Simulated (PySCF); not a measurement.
C3H9FO2Si.
SMILES with atom numbers: `[CH3:1][C@@H:2]([CH2:3][F:4])[O:5][SiH2:6][OH:7]` (hydrogens: H8, H9, H10 on C1; H11 on C2; H12, H13 on C3; H14, H15 on Si6; H16 on O7)

The calculation used PySCF, PBE0-D3(BJ)/def2-SVP geometry optimisation, gas phase.

**Question.** Give the optimised bond lengths and angles.

**Answer.** 
```json
{"bond": "C1–C2", "length (bohr)": "2.864", "order": "single"}
{"bond": "C2–C3", "length (bohr)": "2.860", "order": "single"}
{"bond": "C3–F4", "length (bohr)": "2.622", "order": "single"}
{"bond": "C2–O5", "length (bohr)": "2.653", "order": "single"}
{"bond": "O5–Si6", "length (bohr)": "3.160", "order": "single"}
{"bond": "Si6–O7", "length (bohr)": "3.128", "order": "single"}
{"bond": "C1–H8, C1–H9, C1–H10", "length (bohr)": "2.078", "order": "single"}
{"bond": "C2–H11", "length (bohr)": "2.097", "order": "single"}
{"bond": "C3–H12", "length (bohr)": "2.082", "order": "single"}
{"bond": "C3–H13", "length (bohr)": "2.083", "order": "single"}
{"bond": "Si6–H14", "length (bohr)": "2.826", "order": "single"}
{"bond": "Si6–H15", "length (bohr)": "2.797", "order": "single"}
{"bond": "O7–H16", "length (bohr)": "1.823", "order": "single"}
```

Bonds in one row agree within 0.02 bohr and their mean is given. Orders are formal, as drawn. A selection of angles:
```json
{"angle": "C2–C1–H8", "degrees": "111.6"}
{"angle": "C2–C1–H9", "degrees": "109.4"}
{"angle": "H8–C1–H9", "degrees": "108.6"}
{"angle": "H9–C1–H10", "degrees": "107.8"}
{"angle": "C1–C2–C3", "degrees": "111.2"}
{"angle": "C1–C2–O5", "degrees": "108.8"}
{"angle": "C1–C2–H11", "degrees": "109.3"}
{"angle": "C3–C2–O5", "degrees": "110.5"}
{"angle": "C3–C2–H11", "degrees": "107.0"}
{"angle": "O5–C2–H11", "degrees": "110.0"}
{"angle": "C2–C3–F4", "degrees": "109.8"}
{"angle": "C2–C3–H12", "degrees": "111.1"}
{"angle": "C2–C3–H13", "degrees": "110.2"}
{"angle": "F4–C3–H12", "degrees": "107.7"}
{"angle": "F4–C3–H13", "degrees": "108.2"}
{"angle": "H12–C3–H13", "degrees": "109.7"}
{"angle": "C2–O5–Si6", "degrees": "126.4"}
{"angle": "O5–Si6–O7", "degrees": "113.4"}
{"angle": "O5–Si6–H14", "degrees": "107.0"}
{"angle": "O5–Si6–H15", "degrees": "105.9"}
{"angle": "O7–Si6–H14", "degrees": "111.7"}
{"angle": "O7–Si6–H15", "degrees": "106.1"}
{"angle": "H14–Si6–H15", "degrees": "112.8"}
{"angle": "Si6–O7–H16", "degrees": "113.0"}
```

Dihedral angles: C1–C2–C3–F4 -174° (antiperiplanar); C1–C2–O5–Si6 168° (antiperiplanar); C2–O5–Si6–O7 83° (synclinal); H16–O7–Si6–O5 -62° (synclinal).

H16 on O7 lies 2.08 Å from F4, 6 bonds away (angle at H 130°; Bondi radii sum to 2.67 Å). Of the pairs four or more bonds apart, those above aside, F4···Si6 is among the closest relative to their van der Waals radii: 3.02 Å, 85 % of the sum of Bondi's values. O5 (silyl ether oxygen) is bent (angle 126.4°). Si6 (oxygen-bound silicon) is distorted tetrahedral (angles from 105.9° to 113.4°).

Point group: C1 (no symmetry element, even within 0.4 Å). No frequency check. One conformer, not necessarily the lowest (C1–C2–C3–F4 -174°, C1–C2–O5–Si6 168°, C2–O5–Si6–O7 83°, O5–Si6–O7–H -62°).

Hardware: one thread, Intel Xeon Platinum 8559C (x86_64), no GPU, shared host with 48 logical CPUs at a one-minute load of 44. Cost: 77 s, 0.60 GiB resident at most. These figures are those of the optimisation.
